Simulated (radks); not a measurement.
Gd VI, configuration [Xe] 4f4 6s1 (not the ground configuration).

Calculated with a radial shooting solver on a logarithmic mesh with Libxc functionals: scalar-relativistic Kohn-Sham, PBEsol, spin-polarised, spherical densities, finite nucleus; open shells are filled with parallel spins first (spin-orbit coupling, left out, can overturn this in heavy ions); Fermi nuclear charge, rms radius 5.1569 fm.

Energy parts (eV):
| part | energy |
|---|---|
| total | -306393.91 |
| kinetic | 328965.50 |
| electron-nucleus | -742636.94 |
| Hartree | 113849.78 |
| exchange-correlation | -6572.25 |

Orbitals (lengths in bohr, moments of r in powers of bohr; <r^-3> diverges for s and p1/2; r(90%) holds 90 % of the orbital's charge):
| orbital | occ. | eigenvalue (eV) | <r^-3> | <r> | r(90%) | <r^2> |
|---|---|---|---|---|---|---|
| 1s up | 1 | -50157.37 | - | 0.02191 | 0.0396 | 0.0006553 |
| 1s down | 1 | -50157.34 | - | 0.02191 | 0.0396 | 0.0006553 |
| 2s up | 1 | -8354.358 | - | 0.09333 | 0.144 | 0.01028 |
| 2s down | 1 | -8354.284 | - | 0.09332 | 0.144 | 0.01028 |
| 2p up | 3 | -7445.351 | 11410 | 0.08240 | 0.134 | 0.008288 |
| 2p down | 3 | -7445.294 | 11410 | 0.08239 | 0.134 | 0.008288 |
| 3s up | 1 | -1922.845 | - | 0.2446 | 0.359 | 0.06836 |
| 3s down | 1 | -1920.886 | - | 0.2445 | 0.358 | 0.06827 |
| 3p up | 3 | -1641.200 | 2391 | 0.2432 | 0.364 | 0.06854 |
| 3p down | 3 | -1639.253 | 2396 | 0.2430 | 0.364 | 0.06843 |
| 3d up | 5 | -1268.582 | 322.4 | 0.2214 | 0.345 | 0.05760 |
| 3d down | 5 | -1267.075 | 323.0 | 0.2212 | 0.344 | 0.05747 |
| 4s up | 1 | -456.3940 | - | 0.5492 | 0.787 | 0.3401 |
| 4s down | 1 | -452.1622 | - | 0.5493 | 0.788 | 0.3403 |
| 4p up | 3 | -362.6817 | 548.4 | 0.5793 | 0.840 | 0.3812 |
| 4p down | 3 | -358.5121 | 547.3 | 0.5796 | 0.841 | 0.3817 |
| 4d up | 5 | -232.8669 | 63.11 | 0.6226 | 0.930 | 0.4480 |
| 4d down | 5 | -228.7784 | 62.86 | 0.6236 | 0.932 | 0.4497 |
| 4f up | 4 | -90.2957 | 10.04 | 0.7278 | 1.18 | 0.6448 |
| 4f down | 0 | -86.4091 | 9.904 | 0.7363 | 1.20 | 0.6627 |
| 5s up | 1 | -117.5759 | - | 1.232 | 1.75 | 1.695 |
| 5s down | 1 | -115.6294 | - | 1.240 | 1.76 | 1.716 |
| 5p up | 3 | -91.2108 | 101.3 | 1.376 | 1.97 | 2.125 |
| 5p down | 3 | -89.6207 | 98.73 | 1.384 | 1.98 | 2.145 |
| 6s up | 1 | -45.9153 | - | 2.563 | 3.57 | 7.279 |
| 6s down | 0 | -44.1925 | - | 2.563 | 3.57 | 7.283 |

The highest occupied level is 6s up at -45.915 eV. The configuration is held as typed, so some empty levels lie below it. The spin density at the nucleus is 92.78 e/bohr^3 (1s 0.33, 2s -0.75, 3s -11.79, 4s 2.85, 5s 9.43, 6s 92.71). Summed over all electrons, <r^2> = 34.73 bohr^2, which gives a Langevin (diamagnetic) susceptibility term of -27.5 x 10^-6 cm^3/mol. The electron density at the nucleus is 6.575e+05 e/bohr^3 (large components only). Spin moment in Bohr magnetons: 5.
